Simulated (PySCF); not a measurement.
Geometries of 2 isomers of CH8N2Si, from PBE0-D3(BJ)/def2-SVP geometry optimisation, gas phase (PySCF). One conformer each, no zero-point energy, no frequencies.

Question: Which is lower in electronic energy at this level?
A.
```xyz
12
angstrom
N     -1.678    0.863    0.122
C     -1.054   -0.402    0.503
Si     0.602   -0.703   -0.361
N      1.572    0.718   -0.085
H     -1.973    0.820   -0.852
H     -0.972    1.599    0.153
H     -0.896   -0.416    1.598
H     -1.752   -1.235    0.315
H      0.413   -0.772   -1.845
H      1.222   -1.998    0.091
H      2.268    0.968   -0.779
H      1.939    0.889    0.846
```
B.
```xyz
12
angstrom
C     -1.885   -0.241    0.491
N     -0.464   -0.476    0.509
Si     0.764    0.621   -0.006
N      2.126   -0.305   -0.516
H     -2.447   -1.147    0.204
H     -2.296    0.110    1.457
H     -2.124    0.531   -0.258
H     -0.175   -1.248    1.100
H      1.346    1.547    1.024
H      0.069    1.476   -1.026
H      3.061    0.066   -0.406
H      2.066   -0.957   -1.289
```

Answer: B. That is `CN[SiH2]N`, 15.7 kcal/mol below the other.

```tsv
SMILES	atoms numbered as above	E (Eh)	relative (kcal/mol)	relative (kJ/mol)	dipole (D)
CN[SiH2]N	[CH3:1][NH:2][SiH2:3][NH2:4]	-441.45542	0.0	0.0	1.12
NC[SiH2]N	[NH2:1][CH2:2][SiH2:3][NH2:4]	-441.43043	15.7	65.6	1.81
```

As drawn, the higher has an Si–C bond, which the lower lacks.
